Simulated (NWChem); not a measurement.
System: CH3BrClIn; SMILES [CH3][In]([Cl])[Br]

Input file for NWChem:

```
start job
memory heap 200 mb stack 900 mb global 1100 mb
geometry units angstroms noautoz
  In     0.341144    -0.476760     0.004430
  Cl    -1.569375    -1.879231    -0.008170
  Br    -0.271457     1.953245     0.000504
  C      2.360440    -1.241574     0.007261
  H      2.982692    -0.598625     0.656132
  H      2.736870    -1.206973    -1.032625
  H      2.345430    -2.283427     0.375209
end
basis spherical
  In library def2-tzvp
  Cl library def2-tzvp
  Br library def2-tzvp
  C library def2-tzvp
  H library def2-tzvp
end
ecp
  In library def2-ecp
end
dft
  xc pbe0
  iterations 150
  semidirect filesize 400000000
  mulliken
end
task dft energy
```

Excerpt of the output:

```
             Northwest Computational Chemistry Package (NWChem) 7.3.0
             --------------------------------------------------------

 C1  symmetry detected

                             Geometry "geometry" -> ""
                             -------------------------

 Output coordinates in angstroms (scale by  1.889725989 to convert to a.u.)

  No.       Tag          Charge          X              Y              Z
 ---- ---------------- ---------- -------------- -------------- --------------
    1 In                  49.0000     0.30987227    -0.49446446     0.00207164
    2 Cl                  17.0000    -1.61807850    -1.87292712    -0.00154396
    3 Br                  35.0000    -0.27229312     1.94301303    -0.00050102
    4 C                    6.0000     2.31943596    -1.28448258    -0.00340124
    5 H                    1.0000     2.95247941    -0.64906045     0.64243872
    6 H                    1.0000     2.69177410    -1.25508961    -1.04491938
    7 H                    1.0000     2.29298321    -2.32589080     0.36516065

 Effective nuclear repulsion energy (a.u.)     794.9268509158

                                 NWChem DFT Module
                                 -----------------

 Summary of "ao basis" -> "ao basis" (spherical)
 ------------------------------------------------------------------------------
       Tag                 Description            Shells   Functions and Types
 ---------------- ------------------------------  ------  ---------------------
 In                        def2-tzvp                16       50   6s5p3d2f
 Cl                        def2-tzvp                13       37   5s5p2d1f
 Br                        def2-tzvp                16       48   6s5p4d1f
 C                         def2-tzvp                11       31   5s3p2d1f
 H                         def2-tzvp                 4        6   3s1p

            General Information
            -------------------
          SCF calculation type: DFT
          Wavefunction type:  closed shell.
          No. of atoms     :     7
          No. of electrons :    82
           Alpha electrons :    41
            Beta electrons :    41
          Charge           :     0
          Spin multiplicity:     1
          Use of symmetry is: off; symmetry adaption is: off
          Maximum number of iterations: 150
          AO basis - number of functions:   184
                     number of shells:    68
          Convergence on energy requested:  1.00D-06
          Convergence on density requested:  1.00D-05
          Convergence on gradient requested:  5.00D-04

              XC Information
              --------------
                         PBE0 Method XC Functional
                     Hartree-Fock (Exact) Exchange  0.250
          PerdewBurkeErnzerhof Exchange Functional  0.750
            Perdew 1991 LDA Correlation Functional  1.000 local
           PerdewBurkeErnz. Correlation Functional  1.000 non-local

             Grid Information
             ----------------
          Grid used for XC integration:  medium
          Radial quadrature: Mura-Knowles
          Angular quadrature: Lebedev.
          Tag              B.-S. Rad. Rad. Pts. Rad. Cut. Ang. Pts.
          ---              ---------- --------- --------- ---------
          In                  1.55      123          10.0       590
          Cl                  1.00       88          12.0       590
          Br                  1.15      112          13.0       590
          C                   0.70       49          12.0       434
          H                   0.35       45          13.0       434
          Grid pruning is: on
          Number of quadrature shells:   507
          Spatial weights used:  Erf1

      Superposition of Atomic Density Guess
      -------------------------------------

 Sum of atomic energies:       -3289.10686431

      Non-variational initial energy
      ------------------------------

 Total energy =   -3261.094974
 1-e energy   =   -5450.306737
 2-e energy   =    1765.020492
 HOMO         =      -0.347357
 LUMO         =      -0.057252

------------------------------------------------------------
EAF file 0: "./job.aoints.0" size=307757056 bytes
------------------------------------------------------------
               write      read    awrite     aread      wait
               -----      ----    ------     -----      ----
     calls:      587         0         0         0         0
   data(b): 3.08e+08  0.00e+00  0.00e+00  0.00e+00
   time(s): 0.00e+00  0.00e+00  0.00e+00  0.00e+00  0.00e+00
rate(mb/s): 0.00e+00  0.00e+00
------------------------------------------------------------

     ---------------------------------------------
      Total Density - Mulliken Population Analysis
     ---------------------------------------------

    Atom       Charge   Shell Charges
 -----------   ------   -------------------------------------------------------
    1 In  21    19.58   0.39 -0.81  1.55  0.87  0.69  0.31 -0.41  6.37  0.34  0.15  0.05  8.91  1.08  0.07  0.04  0.00
    2 Cl  17    17.63   2.01  0.45  1.52  1.12  0.87  4.19  1.69  1.13  3.02  1.64  0.00  0.01  0.00
    3 Br  35    35.58   2.00  2.00  1.16  0.78  1.01  1.01  6.00  5.94  1.31  2.98  1.38  8.98  1.02 -0.02  0.02  0.00
    4 C    6     6.78   0.86  1.12  0.55  0.71  0.15  1.22  1.52  0.62  0.01  0.01  0.00
    5 H    1     0.81   0.23  0.43  0.12  0.02
    6 H    1     0.81   0.23  0.43  0.12  0.02
    7 H    1     0.81   0.23  0.43  0.12  0.02

   convergence    iter        energy       DeltaE   RMS-Dens  Diis-err
 ---------------- ----- ----------------- --------- --------- ---------
 d= 0,ls=0.0,diis     1  -3263.9793685334 -3.69D+03  9.02D-03  9.99D-01
 d= 0,ls=0.0,diis     2  -3263.9676340483  1.17D-02  5.30D-03  5.98D-01
 d= 0,ls=0.0,diis     3  -3264.0310056968 -6.34D-02  1.61D-03  1.20D-01
 d= 0,ls=0.0,diis     4  -3264.0455897498 -1.46D-02  2.14D-04  1.89D-03
 d= 0,ls=0.0,diis     5  -3264.0457539005 -1.64D-04  9.28D-05  3.45D-04
  Resetting Diis
 d= 0,ls=0.0,diis     6  -3264.0457998999 -4.60D-05  2.66D-05  2.26D-05
 d= 0,ls=0.0,diis     7  -3264.0458020971 -2.20D-06  8.77D-06  4.67D-07
 d= 0,ls=0.0,diis     8  -3264.0458020718  2.53D-08  4.61D-06  6.93D-07

         Total DFT energy =    -3264.045802071786
      One electron energy =    -5453.108546455799
           Coulomb energy =     1907.274724208752
    Exchange-Corr. energy =     -142.403250168035
 Nuclear repulsion energy =      424.191270343297

 Numeric. integr. density =       82.000005836035

                       DFT Final Molecular Orbital Analysis
                       ------------------------------------

 Vector   39  Occ=2.000000D+00  E=-3.123255D-01
              MO Center= -6.6D-01, -9.0D-01, -8.0D-04, r^2= 5.5D+00
   Bfn.  Coefficient  Atom+Function         Bfn.  Coefficient  Atom+Function
  ----- ------------  ---------------      ----- ------------  ---------------
    66      0.335435  2 Cl py                65     -0.262105  2 Cl px
   104      0.242990  3 Br py                69      0.222320  2 Cl py
    68     -0.174439  2 Cl px                98     -0.165110  3 Br py
    63      0.156933  2 Cl py               101      0.147544  3 Br py
   141     -0.138045  4 C  px                57     -0.128162  2 Cl py

 Vector   40  Occ=2.000000D+00  E=-3.099498D-01
              MO Center= -3.6D-01,  1.5D+00, -7.8D-04, r^2= 2.8D+00
   Bfn.  Coefficient  Atom+Function         Bfn.  Coefficient  Atom+Function
  ----- ------------  ---------------      ----- ------------  ---------------
   105      0.495281  3 Br pz                99     -0.335319  3 Br pz
   102      0.299877  3 Br pz               108      0.296726  3 Br pz
    67     -0.158969  2 Cl pz                70     -0.109417  2 Cl pz
    96      0.102273  3 Br pz                64     -0.075113  2 Cl pz
    23     -0.071628  1 In d -1              58      0.061091  2 Cl pz

 Vector   41  Occ=2.000000D+00  E=-3.014727D-01
              MO Center= -1.0D-01,  1.3D+00, -3.7D-04, r^2= 3.7D+00
   Bfn.  Coefficient  Atom+Function         Bfn.  Coefficient  Atom+Function
  ----- ------------  ---------------      ----- ------------  ---------------
   103      0.479651  3 Br px                97     -0.323476  3 Br px
   100      0.290171  3 Br px               106      0.283571  3 Br px
    65      0.121165  2 Cl px               141      0.107531  4 C  px
    22     -0.101858  1 In d -2             144      0.100663  4 C  px
    94      0.098625  3 Br px                 5     -0.078085  1 In s

 Vector   42  Occ=0.000000D+00  E=-7.326473D-02
              MO Center=  3.1D-01, -3.5D-01,  2.1D-02, r^2= 5.6D+00
   Bfn.  Coefficient  Atom+Function         Bfn.  Coefficient  Atom+Function
  ----- ------------  ---------------      ----- ------------  ---------------
     6      1.057851  1 In s                140     -0.821870  4 C  s
     5      0.553681  1 In s                  2      0.500046  1 In s
     1     -0.368154  1 In s                147      0.312479  4 C  px
     3     -0.309190  1 In s                107      0.291917  3 Br py
    93     -0.220415  3 Br s                104      0.219591  3 Br py

 Vector   43  Occ=0.000000D+00  E=-6.046291D-02
              MO Center=  2.8D-01, -4.5D-01, -1.5D-02, r^2= 4.6D+00
   Bfn.  Coefficient  Atom+Function         Bfn.  Coefficient  Atom+Function
  ----- ------------  ---------------      ----- ------------  ---------------
    18      0.598770  1 In pz                15      0.338678  1 In pz
    12     -0.312363  1 In pz                21      0.298846  1 In pz
   108     -0.177656  3 Br pz                70     -0.171758  2 Cl pz
    67     -0.125521  2 Cl pz               105     -0.124189  3 Br pz
   175      0.124665  6 H  s                169     -0.110767  5 H  s

 Vector   44  Occ=0.000000D+00  E= 1.899962D-02
              MO Center=  6.1D-01, -3.5D-01, -5.1D-02, r^2= 9.6D+00
   Bfn.  Coefficient  Atom+Function         Bfn.  Coefficient  Atom+Function
  ----- ------------  ---------------      ----- ------------  ---------------
    20      0.877391  1 In py               140     -0.691636  4 C  s
    19      0.567405  1 In px               181      0.334508  7 H  s
     6      0.295341  1 In s                 93     -0.239710  3 Br s
    55      0.227777  2 Cl s                 14      0.215703  1 In py
   106     -0.177759  3 Br px                54      0.168863  2 Cl s

------------------------------------------------------------
EAF file 0: "./job.aoints.0" size=685768704 bytes
------------------------------------------------------------
               write      read    awrite     aread      wait
               -----      ----    ------     -----      ----
     calls:     1308         7         0      9149      9149
   data(b): 6.86e+08  3.67e+06  0.00e+00  4.80e+09
   time(s): 0.00e+00  0.00e+00  0.00e+00  0.00e+00  0.00e+00
rate(mb/s): 0.00e+00  0.00e+00
------------------------------------------------------------

     ---------------------------------------------
      Total Density - Mulliken Population Analysis
     ---------------------------------------------

    Atom       Charge   Shell Charges
 -----------   ------   -------------------------------------------------------
    1 In  21    20.15   0.40 -0.83  1.60  0.83  0.88  0.18 -0.41  6.40  0.56  0.28  0.06  8.85  1.15  0.15  0.06  0.00
    2 Cl  17    17.39   2.01  0.43  1.52  1.13  0.86  4.19  1.67  1.11  2.84  1.61  0.00  0.02  0.00
    3 Br  35    35.37   2.00  2.01  1.16  0.78  1.04  0.99  6.00  5.93  1.32  2.76  1.37  8.95  1.01  0.03  0.03  0.00
    4 C    6     6.60   0.85  1.12  0.50  0.71  0.11  1.27  1.42  0.59  0.01  0.02  0.00
    5 H    1     0.83   0.26  0.46  0.09  0.02
    6 H    1     0.84   0.26  0.46  0.09  0.02
    7 H    1     0.83   0.26  0.46  0.09  0.02

     -------------------------------------------
      Total Density - Lowdin Population Analysis
     -------------------------------------------

    Atom       Charge   Shell Charges
 -----------   ------   -------------------------------------------------------
    1 In  21    21.02   0.00  0.03  0.86  1.04  0.55  0.33  0.05  5.56  0.83  0.62  0.26  8.34  1.62  0.73  0.21  0.00
    2 Cl  17    16.96   1.98  0.84  1.14  0.93  0.79  3.93  1.90  1.25  2.51  1.67  0.00  0.03  0.00
    3 Br  35    34.93   2.00  2.00  1.15  0.83  0.84  0.86  5.98  5.66  1.63  2.45  1.50  8.54  1.23  0.23  0.05  0.00
    4 C    6     6.51   0.91  1.04  0.39  0.39  0.20  1.11  1.50  0.83  0.01  0.12  0.01
    5 H    1     0.86   0.25  0.39  0.16  0.07
    6 H    1     0.86   0.25  0.39  0.16  0.07
    7 H    1     0.86   0.25  0.39  0.16  0.07

     Multipole analysis of the density
     ---------------------------------

     L   x y z        total         alpha         beta         nuclear
     -   - - -        -----         -----         ----         -------
     0   0 0 0      0.000000    -41.000000    -41.000000     82.000000

     1   1 0 0      1.401660      8.898862      8.898862    -16.396063
     1   0 1 0     -0.440407    -13.301836    -13.301836     26.163266
     1   0 0 1     -0.001407      0.054104      0.054104     -0.109615

     2   2 0 0    -46.299203   -206.380449   -206.380449    366.461694
     2   1 1 0     -3.362408     -3.967656     -3.967656      4.572904
     2   1 0 1     -0.019111      0.106862      0.106862     -0.232835
     2   0 2 0    -49.728359   -407.341429   -407.341429    764.954499
     2   0 1 1      0.005039     -0.113452     -0.113452      0.231943
     2   0 0 2    -43.178560    -24.514223    -24.514223      5.849886
```

Level: PBE0/def2-TZVP with def2 effective core potentials on In. Coordinates come from a PBE-D3(BJ)/def2-SVP optimisation. No frequency run checked for a minimum. def2 effective core potentials on In; no spin-orbit coupling.
